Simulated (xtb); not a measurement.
C₂H₃O₂, charge -1, singlet, geometry from GFN2-xTB; GFN2-xTB with ALPB(methanol) run with xtb.

xtb was given this input:
```
$ xtb mol.xyz --gfn 2 --chrg -1 --alpb methanol --json

# file mol.xyz
7

C      0.11500632     0.05201120    -0.05302050
O      0.26258741     1.21666153    -0.49561643
O     -1.20825450    -0.24327257     0.45360888
H     -1.68617274     0.58417768     0.31791387
C      0.98094306    -0.97998349     0.03343690
H      0.68003939    -1.92741954     0.44895840
H      1.99577385    -0.87603609    -0.31331037
```

Q: Write the output that xtb gives for this input, abridged.

A: 
```
   ID    Z sym.   atoms
    1    6 C      1, 5
    2    8 O      2, 3
    3    1 H      4, 6, 7

           -------------------------------------------------
          |                Calculation Setup                |
           -------------------------------------------------

           -------------------------------------------------
          |                 G F N 2 - x T B                 |
           -------------------------------------------------

      * Solvation model:               ALPB
        Solvent                        methanol
        Parameter file                 internal GFN2-xTB/ALPB
        Dielectric constant                3.2700E+01
        Reference state                gsolv [1 M gas/solution]
        Free energy shift                  3.9449E-03 Eh       2.4755E+00 kcal/mol
        Temperature                        2.9815E+02 K
        Density                            7.9200E-01 kg/L
        Solvent mass                       3.2040E+01 g/mol
        Interaction kernel             P16
        Born radius scaling (c1)           1.6600E+00
        Born radii integrator          GBOBC
        Born offset                        0.0000E+00 a0       0.0000E+00 AA
        H-bond correction              true
        Ion screening                  false
        Surface tension                    1.0000E-05 Eh       1.5569E+01 dyn/cm
        Grid points                               230 per atom

          ...................................................
          :                      SETUP                      :
          :.................................................:
          :  # basis functions                  19          :
          :  # atomic orbitals                  19          :
          :  # shells                           11          :
          :  # electrons                        24          :
          :  max. iterations                   250          :
          :  Hamiltonian                  GFN2-xTB          :
          :  restarted?                      false          :
          :  GBSA solvation                   true          :
          :  PC potential                    false          :
          :  electronic temp.          300.0000000     K    :
          :  accuracy                    1.0000000          :
          :  -> integral cutoff          0.2500000E+02      :
          :  -> integral neglect         0.1000000E-07      :
[...]
         :: total energy             -14.219866944019 Eh    ::
[...]
             Fermi-level           -0.1962438 Eh           -5.3401 eV

     #   Z          covCN         q      C6AA      α(0)
     1   6 C        2.682     0.273    22.381     7.742
     2   8 O        0.856    -0.706    28.879     7.205
     3   8 O        1.652    -0.560    24.221     6.644
     4   1 H        0.805     0.307     0.701     1.315
     5   6 C        2.835    -0.224    33.989     9.554
     6   1 H        0.926    -0.043     3.924     3.098
     7   1 H        0.926    -0.047     4.012     3.132

 Mol. C6AA /au·bohr⁶  :        654.155930
 Mol. C8AA /au·bohr⁸  :      14245.265170
 Mol. α(0) /au        :         38.689242

Wiberg/Mayer (AO) data.
largest (>0.10) Wiberg bond orders for each atom

 ---------------------------------------------------------------------------
     #   Z sym  total        # sym  WBO       # sym  WBO       # sym  WBO
 ---------------------------------------------------------------------------
     1   6 C    3.912 --     5 C    1.613     2 O    1.391     3 O    0.903
     2   8 O    1.707 --     1 C    1.391     5 C    0.210
     3   8 O    1.944 --     1 C    0.903     4 H    0.890
     4   1 H    0.906 --     3 O    0.890
     5   6 C    3.841 --     1 C    1.613     6 H    0.981     7 H    0.979
                             2 O    0.210
     6   1 H    0.998 --     5 C    0.981
     7   1 H    0.998 --     5 C    0.979
 ---------------------------------------------------------------------------

Topologies differ in total number of bonds
Writing topology from bond orders to xtbtopo.mol

molecular dipole:
                 x           y           z       tot (Debye)
 q only:       -0.638      -0.352       0.316
   full:       -0.700      -0.369       0.341       2.190
molecular quadrupole (traceless):
                xx          xy          yy          xz          yz          zz
 q only:        1.484      -1.806      -3.725       1.293       3.083       2.241
  q+dip:        2.129      -3.275      -3.889       1.513       3.497       1.760
   full:        2.174      -3.012      -4.081       1.452       3.529       1.907

           -------------------------------------------------
          | TOTAL ENERGY              -14.219866944019 Eh   |
          | GRADIENT NORM               0.022008902093 Eh/α |
          | HOMO-LUMO GAP               5.109582479254 eV   |
           -------------------------------------------------

normal termination of xtb
```
